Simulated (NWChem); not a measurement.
System: BGeH₄OCl; SMILES Cl[B](O)[GeH3]

NWChem input:

```
start job
memory heap 200 mb stack 900 mb global 1100 mb
geometry units angstroms noautosym nocenter noautoz
  B      0.490209     0.644879     0.004462
  Cl    -0.703844     1.975924     0.051315
  Ge    -0.168425    -1.322695     0.001238
  H     -1.017040    -1.607204     1.269105
  H     -1.086345    -1.580089    -1.223367
  H      1.000009    -2.340960    -0.042285
  O      1.811003     0.930473    -0.028360
  H      1.986039     1.894048    -0.022695
end
basis spherical
  B library def2-tzvp
  Cl library def2-tzvp
  Ge library def2-tzvp
  H library def2-tzvp
  O library def2-tzvp
end
dft
  xc b3lyp
  iterations 150
  semidirect filesize 400000000
end
property
  efieldgrad
end
task dft property
```

Parts of the log:

```
             Northwest Computational Chemistry Package (NWChem) 7.3.0
             --------------------------------------------------------

                             Geometry "geometry" -> ""
                             -------------------------

 Output coordinates in angstroms (scale by  1.889725989 to convert to a.u.)

  No.       Tag          Charge          X              Y              Z
 ---- ---------------- ---------- -------------- -------------- --------------
    1 B                    5.0000     0.49020900     0.64487900     0.00446200
    2 Cl                  17.0000    -0.70384400     1.97592400     0.05131500
    3 Ge                  32.0000    -0.16842500    -1.32269500     0.00123800
    4 H                    1.0000    -1.01704000    -1.60720400     1.26910500
    5 H                    1.0000    -1.08634500    -1.58008900    -1.22336700
    6 H                    1.0000     1.00000900    -2.34096000    -0.04228500
    7 O                    8.0000     1.81100300     0.93047300    -0.02836000
    8 H                    1.0000     1.98603900     1.89404800    -0.02269500

 Effective nuclear repulsion energy (a.u.)     299.1249373663

                              NWChem Property Module
                              ----------------------

  itol2e modified to match energy
  convergence criterion.

                                 NWChem DFT Module
                                 -----------------

 Summary of "ao basis" -> "ao basis" (spherical)
 ------------------------------------------------------------------------------
       Tag                 Description            Shells   Functions and Types
 ---------------- ------------------------------  ------  ---------------------
 B                         def2-tzvp                11       31   5s3p2d1f
 Cl                        def2-tzvp                13       37   5s5p2d1f
 Ge                        def2-tzvp                16       48   6s5p4d1f
 H                         def2-tzvp                 4        6   3s1p
 O                         def2-tzvp                11       31   5s3p2d1f

  itol2e modified to match energy
  convergence criterion.

            General Information
            -------------------
          SCF calculation type: DFT
          Wavefunction type:  closed shell.
          No. of atoms     :     8
          No. of electrons :    66
           Alpha electrons :    33
            Beta electrons :    33
          Charge           :     0
          Spin multiplicity:     1
          Use of symmetry is: off; symmetry adaption is: off
          Maximum number of iterations: 150
          AO basis - number of functions:   171
                     number of shells:    67
          Convergence on energy requested:  1.00D-07
          Convergence on density requested:  1.00D-05
          Convergence on gradient requested:  5.00D-04

              XC Information
              --------------
                         B3LYP Method XC Potential
                     Hartree-Fock (Exact) Exchange  0.200
                        Slater Exchange Functional  0.800 local
                    Becke 1988 Exchange Functional  0.720 non-local
              Lee-Yang-Parr Correlation Functional  0.810
                  VWN I RPA Correlation Functional  0.190 local

             Grid Information
             ----------------
          Grid used for XC integration:  fine
          Radial quadrature: Mura-Knowles
          Angular quadrature: Lebedev.
          Tag              B.-S. Rad. Rad. Pts. Rad. Cut. Ang. Pts.
          ---              ---------- --------- --------- ---------
          B                   0.85       70          10.0       590
          Cl                  1.00      123          12.0       770
          Ge                  1.25      140          11.0       974
          H                   0.35       60          12.0       590
          O                   0.60       70          11.0       590
          Grid pruning is: on
          Number of quadrature shells:   643
          Spatial weights used:  Erf1

      Superposition of Atomic Density Guess
      -------------------------------------

 Sum of atomic energies:       -2636.10200785

      Non-variational initial energy
      ------------------------------

 Total energy =   -2637.409208
 1-e energy   =   -4263.664712
 2-e energy   =    1327.130567
 HOMO         =      -0.327234
 LUMO         =       0.012774

------------------------------------------------------------
EAF file 0: "./job.aoints.0" size=371720192 bytes
------------------------------------------------------------
               write      read    awrite     aread      wait
               -----      ----    ------     -----      ----
     calls:      709         0         0         0         0
   data(b): 3.72e+08  0.00e+00  0.00e+00  0.00e+00
   time(s): 0.00e+00  0.00e+00  0.00e+00  0.00e+00  0.00e+00
rate(mb/s): 0.00e+00  0.00e+00
------------------------------------------------------------

   convergence    iter        energy       DeltaE   RMS-Dens  Diis-err
 ---------------- ----- ----------------- --------- --------- ---------
 d= 0,ls=0.0,diis     1  -2639.8012930864 -2.94D+03  4.98D-03  1.40D+00
 d= 0,ls=0.0,diis     2  -2639.7744849171  2.68D-02  3.21D-03  1.19D+00
 d= 0,ls=0.0,diis     3  -2639.8648750319 -9.04D-02  1.01D-03  2.93D-01
 d= 0,ls=0.0,diis     4  -2639.8895882061 -2.47D-02  3.92D-04  1.01D-02
 d= 0,ls=0.0,diis     5  -2639.8905137555 -9.26D-04  1.17D-04  1.34D-03
  Resetting Diis
 d= 0,ls=0.0,diis     6  -2639.8906770747 -1.63D-04  1.39D-05  2.05D-05
 d= 0,ls=0.0,diis     7  -2639.8906786431 -1.57D-06  7.88D-06  2.18D-06
 d= 0,ls=0.0,diis     8  -2639.8906785538  8.93D-08  4.11D-06  3.99D-06

         Total DFT energy =    -2639.890678553837
      One electron energy =    -4266.065244212569
           Coulomb energy =     1448.588052981346
    Exchange-Corr. energy =     -121.538424688866
 Nuclear repulsion energy =      299.124937366253

 Numeric. integr. density =       66.000001042616

                       DFT Final Molecular Orbital Analysis
                       ------------------------------------

 Vector   31  Occ=2.000000D+00  E=-3.371277D-01
              MO Center= -7.0D-01, -4.7D-01,  2.5D-02, r^2= 4.5D+00
   Bfn.  Coefficient  Atom+Function         Bfn.  Coefficient  Atom+Function
  ----- ------------  ---------------      ----- ------------  ---------------
    48      0.294932  2 Cl pz                86     -0.279005  3 Ge pz
   118     -0.195176  4 H  s                124      0.195259  5 H  s
    51      0.192922  2 Cl pz                89     -0.169310  3 Ge pz
    45      0.143430  2 Cl pz                80      0.136814  3 Ge pz
   117     -0.119048  4 H  s                123      0.119100  5 H  s

 Vector   32  Occ=2.000000D+00  E=-3.353025D-01
              MO Center= -7.5D-02, -7.8D-01,  4.7D-03, r^2= 4.7D+00
   Bfn.  Coefficient  Atom+Function         Bfn.  Coefficient  Atom+Function
  ----- ------------  ---------------      ----- ------------  ---------------
    84      0.289687  3 Ge px                46     -0.228120  2 Cl px
   130      0.194425  6 H  s                 87      0.164938  3 Ge px
    49     -0.146191  2 Cl px                78     -0.140766  3 Ge px
   118     -0.139194  4 H  s                124     -0.139071  5 H  s
   129      0.118929  6 H  s                131      0.117467  6 H  s

[...]

          -----------------------
          Electric field gradient
          -----------------------

 1 a.u. = 0.324123 10**(16) esu/cm**3  ( or statvolts/cm**2 ) = 0.97174 10**(22) v/m**2

 ------------------------------------------------------------
   Atom      X         Y         Z
 ------------------------------------------------------------
    1 B    0.92636   1.21864   0.00843
 ------------------------------------------------------------

 Electric field gradient in molecular frame (a.u.)
         XX             YY             ZZ             XY             XZ             YZ
 ------------------------------------------------------------------------------------------
        0.154631       0.189706      -0.344337       0.115634      -0.012328       0.002624

 Principal components (a.u.) and orientation
 of principal axis w.r.t. absolute frame                      Asymmetry parameter eta
 --------------------------------------------------------------------------------------
       -0.344700       0.289183       0.055517                       0.677880

        0.027178       0.652252       0.757515
       -0.010788       0.757942      -0.652232
        0.999572      -0.009554      -0.027636

 ------------------------------------------------------------
   Atom      X         Y         Z
 ------------------------------------------------------------
    2 Cl  -1.33007   3.73395   0.09697
 ------------------------------------------------------------

 Electric field gradient in molecular frame (a.u.)
         XX             YY             ZZ             XY             XZ             YZ
 ------------------------------------------------------------------------------------------
       -0.008687      -0.553823       0.562510       1.709770       0.034078      -0.058558

 Principal components (a.u.) and orientation
 of principal axis w.r.t. absolute frame                      Asymmetry parameter eta
 --------------------------------------------------------------------------------------
       -2.014340       1.450269       0.564071                       0.439945

       -0.648779       0.760492       0.027156
        0.760537       0.649204      -0.010826
        0.025863      -0.013630       0.999573

 ------------------------------------------------------------
   Atom      X         Y         Z
 ------------------------------------------------------------
    3 Ge  -0.31828  -2.49953   0.00234
 ------------------------------------------------------------

 Electric field gradient in molecular frame (a.u.)
         XX             YY             ZZ             XY             XZ             YZ
 ------------------------------------------------------------------------------------------
       -0.052993       0.206473      -0.153481       0.129513      -0.001264       0.000364

 Principal components (a.u.) and orientation
 of principal axis w.r.t. absolute frame                      Asymmetry parameter eta
 --------------------------------------------------------------------------------------
        0.260055      -0.153517      -0.106538                       0.180650

        0.382293       0.025853       0.923679
        0.924041      -0.010311      -0.382154
       -0.000356       0.999613      -0.027831

 ------------------------------------------------------------
   Atom      X         Y         Z
 ------------------------------------------------------------
    4 H   -1.92193  -3.03718   2.39826
 ------------------------------------------------------------

 Electric field gradient in molecular frame (a.u.)
         XX             YY             ZZ             XY             XZ             YZ
 ------------------------------------------------------------------------------------------
        0.007153       0.057898      -0.065052      -0.018484       0.085703       0.028310

 Principal components (a.u.) and orientation
 of principal axis w.r.t. absolute frame                      Asymmetry parameter eta
 --------------------------------------------------------------------------------------
       -0.128091       0.064299       0.063792                       0.003961

       -0.543958       0.521485      -0.657391
       -0.178850       0.693380       0.698023
        0.819831       0.497270      -0.283903

 ------------------------------------------------------------
   Atom      X         Y         Z
 ------------------------------------------------------------
    5 H   -2.05289  -2.98594  -2.31183
 ------------------------------------------------------------

 Electric field gradient in molecular frame (a.u.)
         XX             YY             ZZ             XY             XZ             YZ
 ------------------------------------------------------------------------------------------
       -0.002605       0.059057      -0.056453      -0.018052      -0.089621      -0.024703

 Principal components (a.u.) and orientation
 of principal axis w.r.t. absolute frame                      Asymmetry parameter eta
 --------------------------------------------------------------------------------------
       -0.128108       0.064308       0.063800                       0.003965

        0.588785       0.493814       0.639906
        0.161321       0.703959      -0.691678
        0.792027      -0.510480      -0.334818

 ------------------------------------------------------------
   Atom      X         Y         Z
 ------------------------------------------------------------
    6 H    1.88974  -4.42377  -0.07991
 ------------------------------------------------------------

 Electric field gradient in molecular frame (a.u.)
         XX             YY             ZZ             XY             XZ             YZ
 ------------------------------------------------------------------------------------------
       -0.045969      -0.017771       0.063740       0.095551       0.004091      -0.003542

 Principal components (a.u.) and orientation
 of principal axis w.r.t. absolute frame                      Asymmetry parameter eta
 --------------------------------------------------------------------------------------
       -0.128608       0.064715       0.063892                       0.006399

        0.756659       0.653211       0.027965
       -0.653204       0.757107      -0.010638
       -0.028121      -0.010217       0.999552

 ------------------------------------------------------------
   Atom      X         Y         Z
 ------------------------------------------------------------
    7 O    3.42230   1.75834  -0.05359
 ------------------------------------------------------------

 Electric field gradient in molecular frame (a.u.)
         XX             YY             ZZ             XY             XZ             YZ
 ------------------------------------------------------------------------------------------
        0.200249      -0.772706       0.572456      -0.794087       0.001525       0.007036

 Principal components (a.u.) and orientation
 of principal axis w.r.t. absolute frame                      Asymmetry parameter eta
 --------------------------------------------------------------------------------------
       -1.217509       0.645087       0.572421                       0.059684

        0.488670       0.872045       0.027201
        0.872460      -0.488565      -0.010829
       -0.003846      -0.029023       0.999571

 ------------------------------------------------------------
   Atom      X         Y         Z
 ------------------------------------------------------------
    8 H    3.75307   3.57923  -0.04289
 ------------------------------------------------------------

 Electric field gradient in molecular frame (a.u.)
         XX             YY             ZZ             XY             XZ             YZ
 ------------------------------------------------------------------------------------------
        0.179134      -0.401903       0.222769      -0.123074      -0.000144      -0.003412

 Principal components (a.u.) and orientation
 of principal axis w.r.t. absolute frame                      Asymmetry parameter eta
 --------------------------------------------------------------------------------------
       -0.426915       0.222802       0.204113                       0.043776

        0.199013       0.027169       0.979620
        0.979983      -0.010812      -0.198787
        0.005190       0.999572      -0.028777
```

Level: B3LYP/def2-TZVP. The geometry was optimised at PBE-D3(BJ)/def2-SVP. B3LYP is NWChem's, with the RPA form of VWN correlation. NWChem prints the field gradient with the sign opposite to the second derivative of the potential.
